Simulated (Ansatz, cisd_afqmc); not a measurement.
Species: S, charge -1, doublet.

Total energies in aug-cc-pV(Q+d)Z, 7 correlated electrons, 5 frozen orbitals. Open shells are spin-unrestricted; no spin-orbit coupling. Correlated methods leave the cores frozen. No relativity. AFQMC is phaseless with a CISD trial state; ± is one standard error, without the phaseless bias. Outlying blocks are dropped, and bars are widened where a walk drifts. Over all cases where full CI ran beside it in this data, AFQMC minus full CI had a median of +0.1 mEh and passed +0.4 mEh in a tenth of the cases.

```
method         program         energy (Eh)  minus CCSDT(Q) (mEh)
----------  ----------  ------------------  --------------------
HF              Ansatz          -397.54525                199.60
MP2             Ansatz          -397.71549                 29.37
CCSD            Ansatz          -397.73427                 10.59
CCSD(T)         Ansatz          -397.74354                  1.31
CCSDT(Q)        Ansatz          -397.74486                  0.00
AFQMC/CISD  cisd_afqmc  -397.7445 ± 0.0002             0.4 ± 0.2
```

Ansatz is an electronic-structure program.
